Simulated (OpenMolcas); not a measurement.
**Lines of Zr²⁺: computed and rescaled rates**

* Program: OpenMolcas 26.06
* Method: SS-CASPT2, IPEA 0.25 Eh, imaginary shift 0.1 Eh (closed shells correlated: 4s 4p)
* Basis: ANO-RCC-VTZP [7s6p4d2f1g]
* Scalar Hamiltonian: DKH2, point nucleus
* Active space: 2 electrons in 5 orbitals (4d)
* State averaging: 2S+1 = 3 even, 10 roots; 2S+1 = 1 even, 15 roots kept (CI in the orbitals of an earlier block)
* Spin-orbit coupling: RASSI with atomic mean-field integrals over the reference wave functions, term energies averaged over their components

Rates come from the transition moments of the reference wave functions (E1 and E2 in the length form). At fixed line strength A goes as λ^-3 for E1 and M1 and as λ^-5 for E2, so a rate at the computed wavelength can be rescaled to the measured one. Measured vacuum wavelengths follow from level energies in Moore, Atomic Energy Levels, vol. II, NSRDS-NBS 35 (1971 reprint of NBS Circular 467, 1952); NIST levels as listed in Rynkun, Gaigalas and Jonsson, Astron. Astrophys. 637, A10 (2020). Branching counts decays inside the model space alone, at computed energies, and the table is only a selection of the E2 and M1 lines, drawn from those between levels with measured partners whose computed energy lies within a factor of 1.5 of the measured one.

```json
{"Upper": "4d2 3P1", "Lower": "4d2 3P0", "Type": "M1", "λ computed (nm)": "36440", "λ measured (nm)": "37940", "A computed (s-1)": "3.72e-04", "A rescaled (s-1)": "3.30e-04", "Branching %": "0.5"}
{"Upper": "4d2 3P2", "Lower": "4d2 3P1", "Type": "M1", "λ computed (nm)": "19580", "λ measured (nm)": "19510", "A computed (s-1)": "1.76e-03", "A rescaled (s-1)": "1.78e-03", "Branching %": "1.8"}
{"Upper": "4d2 3F3", "Lower": "4d2 3F2", "Type": "M1", "λ computed (nm)": "14320", "λ measured (nm)": "14680", "A computed (s-1)": "8.67e-03", "A rescaled (s-1)": "8.05e-03", "Branching %": "100.0"}
{"Upper": "4d2 3F4", "Lower": "4d2 3F3", "Type": "M1", "λ computed (nm)": "12300", "λ measured (nm)": "12420", "A computed (s-1)": "1.09e-02", "A rescaled (s-1)": "1.06e-02", "Branching %": "100.0"}
{"Upper": "4d2 3P1", "Lower": "4d2 1D2", "Type": "M1", "λ computed (nm)": "2996", "λ measured (nm)": "3870", "A computed (s-1)": "2.08e-02", "A rescaled (s-1)": "", "Branching %": "30.3"}
{"Upper": "4d2 3P2", "Lower": "4d2 1D2", "Type": "M1", "λ computed (nm)": "2598", "λ measured (nm)": "3229", "A computed (s-1)": "5.65e-02", "A rescaled (s-1)": "", "Branching %": "57.2"}
{"Upper": "4d2 1D2", "Lower": "4d2 3F3", "Type": "M1", "λ computed (nm)": "2089", "λ measured (nm)": "1976", "A computed (s-1)": "5.39e-02", "A rescaled (s-1)": "", "Branching %": "56.6"}
{"Upper": "4d2 1D2", "Lower": "4d2 3F2", "Type": "M1", "λ computed (nm)": "1823", "λ measured (nm)": "1742", "A computed (s-1)": "4.12e-02", "A rescaled (s-1)": "", "Branching %": "43.3"}
{"Upper": "4d2 1G4", "Lower": "4d2 1D2", "Type": "E2", "λ computed (nm)": "1622", "λ measured (nm)": "1884", "A computed (s-1)": "1.95e-03", "A rescaled (s-1)": "9.22e-04", "Branching %": "1.8"}
{"Upper": "4d2 3P2", "Lower": "4d2 3F4", "Type": "E2", "λ computed (nm)": "1278", "λ measured (nm)": "1360", "A computed (s-1)": "2.48e-02", "A rescaled (s-1)": "1.82e-02", "Branching %": "25.1"}
{"Upper": "4d2 3P1", "Lower": "4d2 3F3", "Type": "E2", "λ computed (nm)": "1231", "λ measured (nm)": "1308", "A computed (s-1)": "2.69e-02", "A rescaled (s-1)": "1.99e-02", "Branching %": "39.2"}
{"Upper": "4d2 3P0", "Lower": "4d2 3F2", "Type": "E2", "λ computed (nm)": "1170", "λ measured (nm)": "1240", "A computed (s-1)": "5.31e-02", "A rescaled (s-1)": "3.97e-02", "Branching %": "100.0"}
{"Upper": "4d2 3P2", "Lower": "4d2 3F3", "Type": "E2", "λ computed (nm)": "1158", "λ measured (nm)": "1226", "A computed (s-1)": "1.08e-02", "A rescaled (s-1)": "8.12e-03", "Branching %": "10.9"}
{"Upper": "4d2 3P2", "Lower": "4d2 3F3", "Type": "M1", "λ computed (nm)": "1158", "λ measured (nm)": "1226", "A computed (s-1)": "2.77e-03", "A rescaled (s-1)": "", "Branching %": "2.8"}
{"Upper": "4d2 3P1", "Lower": "4d2 3F2", "Type": "E2", "λ computed (nm)": "1133", "λ measured (nm)": "1201", "A computed (s-1)": "1.96e-02", "A rescaled (s-1)": "1.46e-02", "Branching %": "28.6"}
{"Upper": "4d2 3P1", "Lower": "4d2 3F2", "Type": "M1", "λ computed (nm)": "1133", "λ measured (nm)": "1201", "A computed (s-1)": "8.98e-04", "A rescaled (s-1)": "", "Branching %": "1.3"}
{"Upper": "4d2 3P2", "Lower": "4d2 3F2", "Type": "E2", "λ computed (nm)": "1071", "λ measured (nm)": "1131", "A computed (s-1)": "2.09e-03", "A rescaled (s-1)": "1.59e-03", "Branching %": "2.1"}
{"Upper": "4d2 1G4", "Lower": "4d2 3F4", "Type": "M1", "λ computed (nm)": "986.5", "λ measured (nm)": "1046", "A computed (s-1)": "5.92e-02", "A rescaled (s-1)": "", "Branching %": "55.4"}
{"Upper": "4d2 1G4", "Lower": "4d2 3F3", "Type": "M1", "λ computed (nm)": "913.2", "λ measured (nm)": "964.5", "A computed (s-1)": "4.48e-02", "A rescaled (s-1)": "", "Branching %": "42.0"}
{"Upper": "4d2 1G4", "Lower": "4d2 3F2", "Type": "E2", "λ computed (nm)": "858.5", "λ measured (nm)": "905.1", "A computed (s-1)": "7.06e-04", "A rescaled (s-1)": "", "Branching %": "0.7"}
{"Upper": "4d2 1S0", "Lower": "4d2 3P2", "Type": "E2", "λ computed (nm)": "677.9", "λ measured (nm)": "660.5", "A computed (s-1)": "7.60e-02", "A rescaled (s-1)": "", "Branching %": "1.1"}
{"Upper": "4d2 1S0", "Lower": "4d2 3P1", "Type": "M1", "λ computed (nm)": "655.2", "λ measured (nm)": "638.8", "A computed (s-1)": "8.29e-01", "A rescaled (s-1)": "", "Branching %": "11.7"}
{"Upper": "4d2 1S0", "Lower": "4d2 1D2", "Type": "E2", "λ computed (nm)": "537.6", "λ measured (nm)": "548.3", "A computed (s-1)": "6.06e+00", "A rescaled (s-1)": "5.49e+00", "Branching %": "85.4"}
{"Upper": "4d2 1S0", "Lower": "4d2 3F2", "Type": "E2", "λ computed (nm)": "415.2", "λ measured (nm)": "417", "A computed (s-1)": "1.30e-01", "A rescaled (s-1)": "", "Branching %": "1.8"}
```

Spin-changing lines and M1 lines between different terms are not rescaled, since their strength hangs on the term gaps too.

The largest correction is for 4d2 1G4 → 4d2 1D2 (E2): 1.95e-03 × (1622 / 1884)^5 = 9.22e-04 s-1, a factor of 0.47.

The computed rate and branching of 4d2 3F3 → 4d2 3F2 give the upper level a radiative lifetime of 1.000 / 8.67e-03 s-1 = 1.15e+02 s, counting decays inside the model space alone. The rescaled rate gives about 1.2e+02 s.

These are rates of the free ion; in crystals, glasses and complexes forced electric-dipole and non-radiative decay shorten such lifetimes by orders of magnitude. No measured rate stands beside these. Rescaling mends the energy factor alone: line strengths can still be far off where a level mixes with configurations outside the active space, and weak or spin-changing lines hang on small mixing coefficients that depend on the term gaps too, so rescaling need not improve them.

CASPT2 does not keep the components of a term degenerate, so their means are used; among the terms shown or strongly mixed into the levels shown the widest spread is 480 cm-1 (4d2 3F). Levels of configurations with an s electron are missing; early in the row they begin among the upper levels of the d shell and mix with terms of their name. Terms from blocks run as CI alone lack orbitals of their own. Computed and measured levels are paired by configuration, term and J; levels that our copy of the source lacks, or whose pairing is in doubt (as where it misses far off the trend of its configuration), stay unpaired. Levels of configurations outside the active space are missing.
